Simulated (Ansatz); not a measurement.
**Energy profile**

The step: GeNH₂Cl₂F ([NH2][Ge]([F])([Cl])[Cl]) → GeNHCl₂ ([NH][Ge]([Cl])[Cl]) + HF; bonds formed: F2–H4; bonds broken: Ge1–F2, N3–H4 (atoms numbered as in the saddle structure below).

```
7
angstrom
Ge 0.0773 0.3914 0.5612
F -1.3342 -0.8169 -0.9158
N 1.1227 -0.6395 -0.3373
H -0.3777 -1.0382 -1.0077
Cl -0.2939 2.4682 0.3683
Cl -0.9105 -0.2766 2.2877
H 1.7163 -0.0886 -0.9564
```

Electronic energies by CCSD(T) at an estimated basis limit (MP2 extrapolated from triple and quadruple zeta, plus CCSD(T) − MP2 in triple zeta), on PBE0-D4/def2-TZVP structures; GeNH₂Cl₂F, closed shell; no counterpoise correction. Ansatz 0.2.0; basis: def2-TZVPP and def2-QZVPP; cores frozen in the correlated methods. Filled d shells of the heavier atoms are correlated. The def2 sets are not built for correlating such inner shells, so the correlated values are less sure here. Extrapolation: Hartree–Fock as exp(−7.88 √X), correlation as X^−2.97.

(1) Give the profile in kJ/mol, counted from the start structure. (To be estimated.)

No T1 diagnostic of these runs exceeds 0.016.

Results:

(1) Computed:
```csv
point,kJ/mol
start structure,0.0
saddle,278.2
end structure,255.6
"separated: GeNHCl₂ (linked as [NH][Ge]([Cl])[Cl]; Ge1, N3, Cl5, Cl6, H7; singlet) + HF (F2, H4; singlet)",297.3
```

For scale, one of the runs: CCSD(T)/def2-TZVPP, 222 basis functions, launched by `ansatz run in.yaml --threads 8 --pin off --events-out ev --progress --plain --max-ram 19148MiB`. Hardware: 8 CPU threads of an AMD EPYC 9R45, shared host. Wall time 29 s; peak host memory 3.6 GiB.
